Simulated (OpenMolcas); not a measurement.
## Mn2+ in a point-charge field

Mn2+ among 6 point charges of -1.5 e arranged as a trigonal prism (D3h), 2.29 Å from the ion, with a polar angle of 47.1° against the regular 49.1°.
```
   1.6785    0.0000    1.5578  -1.50
  -0.8393    1.4536    1.5578  -1.50
  -0.8393   -1.4536    1.5578  -1.50
   1.6785    0.0000   -1.5578  -1.50
  -0.8393    1.4536   -1.5578  -1.50
  -0.8393   -1.4536   -1.5578  -1.50
```

- Program: OpenMolcas
- Method: SS-CASPT2, IPEA 0.25 Eh, imaginary shift 0.1 Eh (closed shells correlated: 3s 3p)
- Basis: ANO-RCC-VDZP [5s4p2d1f]
- Scalar Hamiltonian: DKH2, point nucleus
- Active space: 5 electrons in 5 orbitals (3d)
- State averaging: 2S+1 = 6 even, 1 root; 2S+1 = 4 even, 24 roots; 2S+1 = 2 even, 75 roots
- Spin-orbit coupling: RASSI with atomic mean-field integrals over the reference wave functions

The lowest spin-free states (labels of D3, the rotations of D3h), above the lowest:

| State | Degeneracy | E (cm-1) | Free-ion L (%) |
| --- | --- | --- | --- |
| 6A1 | 1 | 0 | S (100) |
| 4A2 | 1 | 27440 | G (96) |
| 4A1 | 1 | 27440 | G (96) |
| 4E | 2 | 27870 | G (85) |
| 4E | 2 | 28280 | G (100) |
| 4E | 2 | 28430 | G (98) |
| 4A1 | 1 | 28920 | G (100) |
| 4A2 | 1 | 30710 | P (100) |
| 4E | 2 | 31390 | P (54) |
| 4A1 | 1 | 34230 | D (100) |
| 4E | 2 | 34250 | D (96) |
| 4E | 2 | 35310 | D (61) |
| 2E | 2 | 40350 | I (89) |
| 2A2 | 1 | 40770 | I (93) |
| 2A1 | 1 | 40780 | I (93) |
| 2E | 2 | 41000 | I (96) |
| 2E | 2 | 41350 | I (99) |
| 2S+1 = 2 | 2 | 41470 | I (100) |
| 2A1 | 1 | 41530 | I (99) |
| 2E | 2 | 41620 | I (99) |

The lowest levels with spin-orbit coupling:

```csv
E (cm-1),Degeneracy,Label,2S+1,g
0,4,,6,
0,2,E1/2,6,2.00 6.01 6.01
27380,2,E3/2,4,0.00 0.00 11.98
27410,2,E1/2,4,0.56 0.56 7.90
27450,2,E1/2,4,0.61 0.61 3.90
27490,2,E3/2,4,0.00 0.00 0.02
27800,2,E1/2,4,0.00 0.00 7.99
27840,2,E3/2,4,0.00 0.00 3.99
27870,2,E1/2,4,0.09 1.02 1.02
27910,2,E1/2,4,1.00 1.00 3.91
28260,2,E1/2,4,0.61 0.61 1.52
28280,2,E1/2,4,0.28 0.28 3.06
28290,2,E1/2,4,0.00 0.00 12.53
28290,2,E3/2,4,0.00 0.00 7.85
28390,2,E1/2,4,0.49 0.49 6.46
28420,2,E1/2,4,0.20 0.20 3.04
28440,2,E3/2,4,0.00 0.00 0.15
28470,2,E1/2,4,0.00 0.00 3.47
28910,2,E1/2,4,2.00 3.99 3.99
28920,2,E3/2,4,0.00 0.00 6.00
```

Powder χT (cm3 K/mol): 4.39 at 2 K, 4.39 at 10 K, 4.39 at 50 K, 4.39 at 100 K, 4.39 at 200 K, 4.39 at 300 K. The effective moment at 300 K is 2.828 √(χT) = 5.92 μB.

The lowest level has 2S+1 = 6, for which the spin-only value is χT = S(S+1) / 2 = 4.375 cm3 K/mol (g = 2). The computed 4.386 at 300 K differs by +0.011, little more than the free-electron g of 2.0023 accounts for.

Roots that are degenerate in the reference are averaged as groups; the widest CASPT2 spread within a group is 62 cm-1 (the 2-fold group of multiplicity 2 near 47100 cm-1 above the lowest state of its run). Shifts and gaps below about the spread of the groups concerned are not significant. Free-ion shares, where given, are those of the reference states; single-state CASPT2 does not remix them. This is an electrostatic model: the charges have no orbitals. No measured value stands beside these numbers.

A state without a sure symmetry label is named by its multiplicity alone.
